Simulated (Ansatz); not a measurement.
Relaxation of C4H8Sn (13 atoms, charge 0, multiplicity 1), to a largest force component of 0.015 eV/Å in at most 40 steps.

Theory: Ansatz, RKS r2SCAN/def2-SVP.

```xyz
13
Properties=species:S:1:pos:R:3
C -1.715 0.996 0.475
C -0.314 0.717 0.468
C 0.892 0.460 1.173
C 0.954 0.451 -0.215
Sn 0.926 -1.549 -1.042
H -1.929 2.032 0.966
H -2.099 1.101 -0.580
H -2.281 0.264 0.996
H 1.476 0.371 2.158
H 1.350 1.319 -0.680
H 2.536 -2.125 -1.235
H 0.102 -1.519 -2.590
H 0.069 -2.521 0.046
```

Question: Where does it end, and by what steps?

Answer: The run converged. After 19 steps the energy has fallen by 1.308 eV; H7 moved furthest, 0.95 Å.

| step | energy less start (eV) | largest force component (eV/Å) | accepted |
| --- | --- | --- | --- |
| 0 | 0.0000 | 5.036 | yes |
| 1 | -1.0750 | 2.104 | yes |
| 2 | -1.2106 | 0.598 | yes |
| 3 | -1.2321 | 0.246 | yes |
| 4 | -1.2385 | 0.097 | yes |
| 5 | -1.2427 | 0.064 | yes |
| 6 | -1.2117 | 0.633 | no |
| 7 | -1.2438 | 0.045 | yes |
| 8 | -1.2480 | 0.081 | yes |
| 9 | -1.2488 | 0.408 | yes |
| 10 | -1.2611 | 0.241 | yes |
| 11 | -1.2845 | 0.099 | yes |
| 12 | -1.2951 | 0.147 | yes |
| 13 | -1.2954 | 0.401 | yes |
| 14 | -1.2864 | 0.427 | no |
| 15 | -1.3051 | 0.133 | yes |
| 16 | -1.2863 | 0.459 | no |
| 17 | -1.3071 | 0.149 | yes |
| 18 | -1.3057 | 0.282 | no |
| 19 | -1.3077 | 0.011 | yes |

```xyz
13
Properties=species:S:1:pos:R:3
C -1.739 1.129 0.564
C -0.302 0.822 0.581
C 0.846 0.680 1.179
C 0.838 0.363 -0.300
Sn 0.967 -1.674 -1.052
H -2.108 1.432 1.555
H -1.953 1.935 -0.158
H -2.311 0.247 0.226
H 1.455 0.712 2.080
H 1.285 1.102 -0.993
H 2.599 -2.199 -1.193
H 0.234 -1.839 -2.601
H 0.154 -2.714 0.052
```

Whether the end is a true minimum wasn't checked by a vibrational analysis.

The run took 93 s on 2 threads of Arm Neoverse V2, on a shared host, peak memory 0.19 GiB.
